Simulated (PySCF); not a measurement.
PySCF input file for CsBr, SMILES [Br][Cs], TDA-LC-ωPBE/def2-TZVPD. Coordinates come from a B3LYP-D3(BJ)/def2-TZVPD optimisation. The def2 effective core potentials stand for the cores of Cs; spin–orbit coupling is left out.

```python
import numpy as np
from pyscf import gto, scf, dft, tdscf

mol = gto.M(
    atom='''
    Cs    0.00000000    0.00000000   -1.22289146
    Br    0.00000000    0.00000000    1.92168659
    ''',
    basis='def2-TZVPD',
    ecp={'Cs': 'def2-tzvp'},
    charge=0,
    spin=0,
    symmetry=True,
    symmetry_subgroup='C2v',
    max_memory=1600,
    verbose=4,
)
mf = dft.RKS(mol, xc='lc_wpbe').density_fit(auxbasis='def2-universal-jkfit')
mf.grids.level = 3
mf.conv_tol = 1e-9
mf.max_cycle = 100
mf.kernel()
mf.grids = dft.Grids(mol).set(level=1).build(with_non0tab=True)  # coarser grid for the response kernel
td = tdscf.TDA(mf)
td.singlet = True
td.nstates = 10
td.conv_tol = 1e-4
td.positive_eig_threshold = 1e-6
td.kernel(x0=td.get_init_guess(mf, 15))
td.analyze()
tt = tdscf.TDA(mf)
tt.singlet = False
tt.nstates = 4
tt.conv_tol = 1e-4
tt.positive_eig_threshold = 1e-6
tt.kernel(x0=tt.get_init_guess(mf, 9))
tt.analyze(verbose=3)
```

Program output:

```
PySCF version 2.14.0

[INPUT] verbose = 4
[INPUT] num. atoms = 2
[INPUT] num. electrons = 44
[INPUT] charge = 0
[INPUT] spin (= nelec alpha-beta = 2S) = 0
[INPUT] symmetry True subgroup C2v
[INPUT] Mole.unit = angstrom
[INPUT] Symbol           X                Y                Z      unit          X                Y                Z       unit  Magmom
[INPUT]  1 Cs     0.000000000000   0.000000000000  -1.222891460000 AA    0.000000000000   0.000000000000  -2.310929939470 Bohr   0.0
[INPUT]  2 Br     0.000000000000   0.000000000000   1.921686590000 AA    0.000000000000   0.000000000000   3.631461352349 Bohr   0.0

nuclear repulsion = 53.0089629798822
point group symmetry = Coov, use subgroup C2v
symmetry origin: [0.00000000e+00 0.00000000e+00 7.34893493e-09]
symmetry axis x: [1. 0. 0.]
symmetry axis y: [0. 1. 0.]
symmetry axis z: [0. 0. 1.]
num. orbitals of irrep A1 = 40
num. orbitals of irrep A2 = 9
num. orbitals of irrep B1 = 20
num. orbitals of irrep B2 = 20
number of shells = 31
number of NR pGTOs = 155
number of NR cGTOs = 89
basis = def2-TZVPD
ecp = {'Cs': 'def2-tzvp'}


[settings echo left out]
init E= -2589.44299264832
HOMO (B1) = -0.506169988459633  LUMO (A1) = -0.1674536665112  gap/eV = 9.21694
cycle= 1 E= -2594.02873843574  delta_E= -4.59  |g|= 0.404  |ddm|= 2.05
HOMO (B1) = -0.230976258898391  LUMO (A1) = -0.014290678547404  gap/eV = 5.89631
cycle= 2 E= -2594.0660292036  delta_E= -0.0373  |g|= 0.125  |ddm|= 0.773
HOMO (B2) = -0.307012120504919  LUMO (A1) = -0.0109575202643555  gap/eV = 8.05606
cycle= 3 E= -2594.06992090092  delta_E= -0.00389  |g|= 0.0401  |ddm|= 0.184
HOMO (B1) = -0.301207848258602  LUMO (A1) = -0.0112733057556049  gap/eV = 7.88952
cycle= 4 E= -2594.07012114263  delta_E= -0.0002  |g|= 0.0127  |ddm|= 0.0317
HOMO (B2) = -0.303703215890801  LUMO (A1) = -0.0111658132756354  gap/eV = 7.96035
cycle= 5 E= -2594.07013961656  delta_E= -1.85e-05  |g|= 0.00138  |ddm|= 0.0147
HOMO (B2) = -0.303879782222894  LUMO (A1) = -0.0111166523953941  gap/eV = 7.96649
cycle= 6 E= -2594.07014097592  delta_E= -1.36e-06  |g|= 0.00056  |ddm|= 0.00401
HOMO (B2) = -0.303995907043869  LUMO (A1) = -0.0111091574409201  gap/eV = 7.96985
cycle= 7 E= -2594.07014118003  delta_E= -2.04e-07  |g|= 0.000121  |ddm|= 0.00158
HOMO (B2) = -0.303960499462423  LUMO (A1) = -0.0110993439766709  gap/eV = 7.96916
cycle= 8 E= -2594.07014120126  delta_E= -2.12e-08  |g|= 2.59e-05  |ddm|= 0.000599
HOMO (B2) = -0.303958379335061  LUMO (A1) = -0.0110989618016291  gap/eV = 7.96911
cycle= 9 E= -2594.07014120213  delta_E= -8.73e-10  |g|= 5.3e-06  |ddm|= 0.000138
HOMO (B2) = -0.303958696938021  LUMO (A1) = -0.0111003518920398  gap/eV = 7.96908
Extra cycle  E= -2594.07014120216  delta_E= -2.5e-11  |g|= 2.35e-06  |ddm|= 1.92e-05
converged SCF energy = -2594.07014120216
tot grids = 16200
Overwritten attributes  positive_eig_threshold  of <class 'pyscf.tdscf.rks.TDA'>


******** <class 'pyscf.tdscf.rks.TDA'> for <class 'pyscf.df.df_jk.DFSymAdaptedRKS'> ********
nstates = 10 singlet
deg_eia_thresh = 1.000e-03
wfnsym = None
conv_tol = 0.0001
eigh lindep = 1e-12
eigh level_shift = 0
eigh max_cycle = 100


Excitation energies (eV)
[5.01144229 5.0114423  5.10447536 6.11596299 6.1185966  6.14572166
 6.1604621  6.2051461  6.2051461  6.22950201]

** Singlet excitation energies and oscillator strengths **
Excited State   1:   B1      5.01144 eV    247.40 nm  f=0.0327
      21 -> 23       -0.55914
      21 -> 26        0.32507
      21 -> 31       -0.19699
      21 -> 32        0.12568
      21 -> 35       -0.12868
Excited State   2:   B2      5.01144 eV    247.40 nm  f=0.0327
      22 -> 23       -0.55914
      22 -> 26        0.32507
      22 -> 31       -0.19699
      22 -> 32        0.12567
      22 -> 35       -0.12868
Excited State   3:   A1      5.10448 eV    242.89 nm  f=0.0554
      20 -> 23        0.56356
      20 -> 26       -0.31662
      20 -> 31        0.20474
      20 -> 32       -0.11296
      20 -> 35        0.13615
Excited State   4:   A2      6.11596 eV    202.72 nm  f=0.0000
      21 -> 25       -0.41461
      21 -> 30       -0.22354
      21 -> 40       -0.10229
      22 -> 24       -0.41461
      22 -> 29       -0.22354
      22 -> 39       -0.10229
Excited State   5:   A1      6.11860 eV    202.64 nm  f=0.0000
      21 -> 24        0.41124
      21 -> 29        0.22866
      21 -> 39        0.10368
      22 -> 25       -0.41124
      22 -> 30       -0.22866
      22 -> 40       -0.10368
Excited State   6:   A1      6.14572 eV    201.74 nm  f=0.0002
      20 -> 23       -0.10451
      20 -> 26       -0.13948
      21 -> 24       -0.42544
      21 -> 29       -0.17381
      21 -> 33       -0.10961
      22 -> 25       -0.42544
      22 -> 30       -0.17381
      22 -> 34       -0.10961
Excited State   7:   A2      6.16046 eV    201.26 nm  f=0.0000
      21 -> 25        0.42443
      21 -> 30        0.21477
      22 -> 24       -0.42443
      22 -> 29       -0.21477
Excited State   8:   B2      6.20515 eV    199.81 nm  f=0.0574
      22 -> 23        0.36538
      22 -> 26        0.43870
      22 -> 32        0.36412
      22 -> 35       -0.14032
Excited State   9:   B1      6.20515 eV    199.81 nm  f=0.0574
      21 -> 23        0.36538
      21 -> 26        0.43870
      21 -> 32        0.36412
      21 -> 35       -0.14032
Excited State  10:   B2      6.22950 eV    199.03 nm  f=0.0065
      20 -> 25        0.61780
      20 -> 30        0.25638
      20 -> 34        0.16396
      20 -> 40        0.11172

** Transition electric dipole moments (AU) **
state          X           Y           Z        Dip. S.      Osc.
  1        -0.5158     -0.0000      0.0000      0.2660      0.0327
  2         0.0000     -0.5158     -0.0000      0.2660      0.0327
  3        -0.0000     -0.0000      0.6655      0.4429      0.0554
  4        -0.0000     -0.0000      0.0000      0.0000      0.0000
  5        -0.0000      0.0000     -0.0000      0.0000      0.0000
  6        -0.0000      0.0000     -0.0403      0.0016      0.0002
  7        -0.0000     -0.0000     -0.0000      0.0000      0.0000
  8         0.0000     -0.6146      0.0000      0.3777      0.0574
  9        -0.6146     -0.0000      0.0000      0.3777      0.0574
 10         0.0000     -0.2070      0.0000      0.0429      0.0065

WARN: ECP detected. Skipping calculation of transition velocity and magnetic dipole moments, which have not yet been implemented.



******** <class 'pyscf.tdscf.rks.TDA'> for <class 'pyscf.df.df_jk.DFSymAdaptedRKS'> ********
nstates = 4 triplet
deg_eia_thresh = 1.000e-03
wfnsym = None
conv_tol = 0.0001
eigh lindep = 1e-12
eigh level_shift = 0
eigh max_cycle = 100


Excitation energies (eV)
[4.93198979 4.93198979 4.97926141 5.99055784]

** Triplet excitation energies and oscillator strengths **
Excited State   1:   B2      4.93199 eV    251.39 nm  f=0.0000
Excited State   2:   B1      4.93199 eV    251.39 nm  f=0.0000
Excited State   3:   A1      4.97926 eV    249.00 nm  f=0.0000
Excited State   4:   A1      5.99056 eV    206.97 nm  f=0.0000
```

Self-consistency was reached.

Cost: very roughly 40 core-seconds.
